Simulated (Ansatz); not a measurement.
CH$_{2}$BrNSi (`BrC1=N[SiH2]1`), charge 0, multiplicity 1.

Q: Give a relaxed structure at PBE0-D4/def2-TZVP (Ansatz 0.2.0). (Estimate.)

A: The calculation gave: 
Z-matrix (Å, degrees):
```
Si
C 1 1.776
N 1 1.804 2 41.3
H 1 1.475 2 121.7 3 -97.9
H 1 1.475 2 121.7 3 97.8
Br 2 1.881 1 159.7 3 -180.0
```
Point group Cs.
